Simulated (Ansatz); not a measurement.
Ideal-gas functions of C2H5OSb (`C[CH]1[O][SbH]1`) at 800 K and 1 bar, from an Ansatz frequency run at PBE0-D4/def2-TZVP.

Molar mass 166.82 g/mol, point group C1 (symmetry number 1), electronic degeneracy 1, moments of inertia 43.958, 202.874, 226.62 u Å². Harmonic wavenumbers (cm⁻¹, unscaled): 213, 233, 382, 420, 526, 596, 686, 893, 929, 1069, 1134, 1197, 1375, 1402, 1467, 1475, 1922, 3031, 3065, 3109, 3147.

Use S(trans) = R[1.5 ln M + 2.5 ln T − 1.1517]; rotational temperatures θ = 24.2544 K / I; S(rot) = R[ln(√π/σ · √(T³/θAθBθC)) + 1.5]; for each mode x = 1.438777 ν̃/T, S = R[x/(eˣ − 1) − ln(1 − e⁻ˣ)] and H = RT x/(eˣ − 1); 1 cm⁻¹ = 0.0119627 kJ/mol; R = 8.31446 J/(mol·K).

By hand: the entropy, in J/(mol·K).

Translation 193.2. Rotation: θ = 0.5518, 0.1196, 0.107 K, giving 121.2. Vibration, mode by mode: 16.34, 15.61, 11.60, 10.84, 9.08, 8.12, 7.08, 5.21, 4.95, 4.05, 3.69, 3.38, 2.63, 2.53, 2.31, 2.28, 1.20, 0.23, 0.22, 0.21, 0.19, in all 111.8. Electronic 0.0. Sum 426.2 J/(mol·K).

By hand: H − E and G − E in kJ/mol, counted from the electronic energy.

Zero-point energy ½ × 28271 × 0.0119627 = 169.1; thermal vibration 49.3; translation, rotation and pV give 4 RT = 26.6. H − E = 245.0 kJ/mol, and G − E = 245.0 − 800 × 426.2/1000 = -96.0 kJ/mol.

Vibration gives 26 % of the entropy. The sum counts one conformer and one mirror image; others add a mixing term.
